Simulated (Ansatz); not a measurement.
Ge₂S₄⁻. Charge -1, multiplicity 2. Geometry PBE-D4/def2-SVPD, basis def2-TZVPD, Ansatz.

| atom | x (Å) | y (Å) | z (Å) |
| --- | --- | --- | --- |
| Ge1 | -1.305 | 0.436 | -0.152 |
| Ge2 | 1.893 | -1.213 | -1.143 |
| S3 | -0.238 | -1.665 | -0.761 |
| S4 | -3.046 | 0.296 | 1.082 |
| S5 | 0.512 | 1.332 | 1.072 |
| S6 | 2.184 | 0.814 | -0.098 |

```json
{"run": "A", "HOMO (eV)": "-1.02", "LUMO (eV)": "0.05"}
{"run": "B", "HOMO (eV)": "-1.94", "LUMO (eV)": "0.72"}
{"run": "C", "HOMO (eV)": "-1.39", "LUMO (eV)": "0.32"}
{"run": "D", "HOMO (eV)": "-0.75", "LUMO (eV)": "-0.12"}
{"run": "E", "HOMO (eV)": "-1.73", "LUMO (eV)": "0.59"}
```

The structure comes from a short search, and lower isomers may exist.

HOMO and LUMO are taken over both spins.

Q: The runs used PBE, PBE0, r2SCAN, r2SCAN0, r2SCANh. Estimate which is which.

A: A r2SCAN (0 % exact exchange); B r2SCAN0 (25 % exact exchange); C r2SCANh (10 % exact exchange); D PBE (0 % exact exchange); E PBE0 (25 % exact exchange). Exact exchange lowers occupied and raises empty levels; among semilocal functionals meta-GGAs tend to open the gap a little, and such runs are hard to tell apart. The gap grows from 0.64 eV (PBE) to 2.66 eV (r2SCAN0).
